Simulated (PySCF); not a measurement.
Mo(O)(NH)(Cl)(Br) (BrClHMoNO), SMILES [O]=[Mo](=[NH])([Br])[Cl], multiplicity 1.

Geometry optimised at PBE-D3(BJ)/def2-SVP. The spin state was assumed, not searched. The structure was generated by enumeration; whether it is a known compound was not checked. The def2 effective core potentials stand for the cores of Mo; spin–orbit coupling is left out.

Method: PBE-D3(BJ)/def2-SVP run with PySCF.

Frequencies are harmonic and unscaled.

```
mode  ν (cm⁻¹)  IR (km/mol)            moving atoms (share of kinetic energy)
----  --------  -----------  ------------------------------------------------
1           92          0.3                         Cl 53 %, Br 25 %, Mo 18 %
2          157          0.5          Mo 30 %, N 24 %, O 23 %, Cl 10 %, Br 9 %
3          195          0.4                          O 72 %, Br 14 %, Cl 10 %
4          200          4.8                  N 59 %, H 15 %, Cl 11 %, Br 11 %
5          275         11.8  Br 26 %, O 21 %, Cl 15 %, Mo 15 %, N 14 %, H 9 %
6          331         23.1          Mo 30 %, O 25 %, H 19 %, Br 14 %, N 11 %
7          410         35.9                                  Cl 60 %, Mo 31 %
8          516        132.5                                    H 64 %, N 29 %
9          626        105.7                                    H 75 %, N 20 %
10         963         75.3                                   N 70 %, Mo 17 %
11        1008         94.7                                   O 79 %, Mo 13 %
12        3478        184.6                                            H 93 %
```
